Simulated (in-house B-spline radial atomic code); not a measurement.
**LC-wPBE excitations of Cs VIII (Cs7+)**

Method: LC-wPBE. Computed with a B-spline radial code for spherical atoms: linear response of the closed shell [Kr] 4d10 5s2 with the functional's adiabatic kernel; scalar-relativistic (spin-free one-electron X2C), finite nucleus, no spin-orbit coupling, no double excitations, S, P, D and F terms only; shells from n = 3 respond. Only terms of natural parity with L up to 3 were computed.

Spin-orbit coupling is strong here, so these LS terms don't match observed levels.

Command:
```bash
python run_td.py task.json out
```
Settings (radii: box in bohr, nucleus in fm):
```
Z                        55
electrons                48
configuration            [Kr] 4d10 5s2
hamiltonian              x2c
method                   lc_wpbe
box_radius               12.81
rms_radius               4.8041
intervals                69
```

Time taken, with all properties: 2.5 s on 1 thread of Intel(R) Xeon(R) Platinum 8259CL CPU @ 2.50GHz (Skylake/Cascade Lake) (shared host).

The lowest states, in the order of their Tamm-Dancoff energies; the method's threshold (minus the highest occupied level) is 109.12 eV. Labels give the largest channel, * marks a mixed state, and oscillator strengths are full-response dipole values. Semilocal kernels can invert the small singlet-triplet splittings of Rydberg terms. Energies in eV:

```json
{"state": "5s → 5p 3P", "full response": "?", "Tamm-Dancoff": "?", "oscillator strength": "-"}
{"state": "5s → 5p 1P", "full response": "19.486", "Tamm-Dancoff": "20.093", "oscillator strength": "1.56"}
{"state": "5s → 4f 3F", "full response": "30.65", "Tamm-Dancoff": "30.70", "oscillator strength": "-"}
{"state": "5s → 4f 1F", "full response": "?", "Tamm-Dancoff": "?", "oscillator strength": "-"}
{"state": "5s → 5d 3D", "full response": "39.77", "Tamm-Dancoff": "39.80", "oscillator strength": "-"}
{"state": "5s → 5d 1D", "full response": "41.45", "Tamm-Dancoff": "41.50", "oscillator strength": "-"}
{"state": "5s → 6s 3S", "full response": "51.36", "Tamm-Dancoff": "51.36", "oscillator strength": "-"}
{"state": "5s → 6s 1S", "full response": "52.37", "Tamm-Dancoff": "52.41", "oscillator strength": "-"}
{"state": "5s → 6p 3P", "full response": "58.03", "Tamm-Dancoff": "58.03", "oscillator strength": "-"}
{"state": "5s → 6p 1P", "full response": "58.41", "Tamm-Dancoff": "58.44", "oscillator strength": "0.133"}
{"state": "5s → 5f 3F", "full response": "63.95", "Tamm-Dancoff": "63.95", "oscillator strength": "-"}
{"state": "5s → 5f 1F", "full response": "64.08", "Tamm-Dancoff": "64.09", "oscillator strength": "-"}
{"state": "5s → 6d 3D", "full response": "67.92", "Tamm-Dancoff": "67.93", "oscillator strength": "-"}
{"state": "5s → 6d 1D", "full response": "68.27", "Tamm-Dancoff": "68.28", "oscillator strength": "-"}
{"state": "5s → 7s 3S", "full response": "72.73", "Tamm-Dancoff": "72.73", "oscillator strength": "-"}
{"state": "5s → 7s 1S", "full response": "73.03", "Tamm-Dancoff": "73.04", "oscillator strength": "-"}
```

Question: Where does 5s → 4f 1F lie?

Answer: At 31.75 eV in full response, 31.76 eV in Tamm-Dancoff.

Question: Where does 5s → 5p 3P lie?

Answer: At 14.715 eV in full response, 14.889 eV in Tamm-Dancoff.

Question: How large is the singlet-triplet splitting of 5s → 5p (P terms) in Tamm-Dancoff?

Answer: 5.2 eV, from the unrounded values.

Question: What polarisabilities and dispersion coefficient does the method give?

Answer: Dipole 3.849 bohr³, quadrupole 5.17 bohr⁵, C6 11.42 hartree·bohr⁶ for two such species.
